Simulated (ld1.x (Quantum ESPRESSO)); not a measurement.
**Ranking RRKJ potentials for S (Z = 16)**

All share these settings but for the change named:

| Property | Result |
| --- | --- |
| Element | sulfur |
| Generator | ld1.x (Quantum ESPRESSO) 7.5 |
| Type | norm-conserving RRKJ (Kleinman–Bylander form) |
| Functional | PW91 |
| Relativity | non-relativistic |
| Frozen core | [Ne] |
| Valence charge | 6 |
| Reference configuration | 3s2 3p4 |
| Partial waves | 3s (bound): rc 1.40 bohr; 3p (bound): rc 1.40 bohr |
| Local potential | the p channel |
| Core correction | a·sin(br)/r model core inside 1.30 bohr |
| rho0 | 0.02 |

Cutoff: the first of the cutoffs (Ry, on a coarse ladder) from which the occupation-weighted sum of valence levels, in a spherical-Bessel basis at the reference potential, stays within 10 and 1 mRy of its value at 400 Ry; the density cutoff is not measured.

The base gives 55 Ry.

Of 7 variants that were run, those that failed, showed a ghost or another fault, or gave nearly equal values are left out.

A variant can come out equal or close to the base.

Question: Rank these variants from softest to hardest (loose cutoff).
A. type ultrasoft; waves now 3s (bound): rcut 1.20, rcutus 1.40 bohr; 3s channel at 0.15 Ry: rcut 1.20, rcutus 1.40 bohr; 3p (bound): rcut 1.20, rcutus 1.40 bohr; 3p channel at -0.2 Ry: rcut 1.20, rcutus 1.40 bohr; local potential all-electron potential smoothed inside 1.25 bohr (lloc = -2); augmentation built from norm-conserving waves at rcut, not smoothed further; rho0 0
B. scalar-relativistic
C. all radii but the core radius scaled by about 1.37 (s 1.92, p 1.92 bohr)
D. wave 3p (bound): rc 1.40 bohr becomes 3p (bound): rc 1.04 bohr

Answer: A (18 Ry), C (21 Ry), B (55 Ry), D (120 Ry).
